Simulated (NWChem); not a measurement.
System: C5H5F; SMILES FC1C=CC=C1

NWChem input:

```
start job
memory heap 200 mb stack 900 mb global 1100 mb
geometry units angstroms noautosym nocenter noautoz
  F      0.282184     1.947247     0.000000
  C     -0.366351     0.741715     0.000000
  C     -0.082893    -0.140562     1.184248
  C      0.154927    -1.386329     0.737363
  C      0.154927    -1.386329    -0.737363
  C     -0.082893    -0.140562    -1.184248
  H     -1.459818     0.948475     0.000000
  H     -0.144581     0.200580     2.217842
  H      0.323222    -2.271784     1.353123
  H      0.323222    -2.271784    -1.353123
  H     -0.144581     0.200580    -2.217842
end
basis spherical
  F library pcsseg-1
  C library pcsseg-1
  H library pcsseg-1
end
dft
  xc kt2
  iterations 150
end
property
  shielding 7 1 2 3 4 7 8 9
end
task dft property
```

Geometry: optimised at PBE0/def2-SVP.

GIAO values for the isolated, static molecule; σ is the absolute isotropic shielding, δ = σ(reference) − σ with the isolated reference molecule computed at the same levels (13C: tetramethylsilane, 19F: trichlorofluoromethane, 1H: tetramethylsilane).

Atoms are numbered as in the input.

### Question
What results follow from this input? (KT2/pcSseg-1, GIAO.) Quantities: δ F1 (ppm); δ C2 (ppm); δ C3 (ppm); δ C4 (ppm); δ H7 (ppm); δ H8 (ppm); δ H9 (ppm).

### Answer
```json
{
  "δ F1 (ppm)": "-267.1",
  "δ C2 (ppm)": "98.9",
  "δ C3 (ppm)": "132.4",
  "δ C4 (ppm)": "129.1",
  "δ H7 (ppm)": "5.62",
  "δ H8 (ppm)": "6.41",
  "δ H9 (ppm)": "6.23"
}
```
